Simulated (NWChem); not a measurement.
System: Si2H3, doublet; SMILES [SiH]=[SiH2]

All runs: NWChem. Spin-unrestricted. Structure relaxed at the PBE0/def2-SVP, spin-unrestricted level. No stability test was run on the SCF state. Level BLYP/def2-SVP: energy and gradient; each run changes one setting, and changes count from the defaults (medium grid, exact Coulomb integrals, symmetry on).

Which setting moves the energy most, and by about how much (extra-fine grid; defaults; Coulomb fitting, Ahlrichs set; tight SCF thresholds and tolerances; Becke weights)?

Coulomb fitting, Ahlrichs set, by about 200 μHa.
| setting | size of the energy change (μHa) | largest change of a gradient component (μHa/bohr) |
|---|---|---|
| defaults | < 10 | < 30 |
| Coulomb fitting, Ahlrichs set | 200 | 100 |
| Becke weights | < 10 | 90 |
| tight SCF thresholds and tolerances | < 10 | < 30 |
| extra-fine grid | < 10 | 90 |
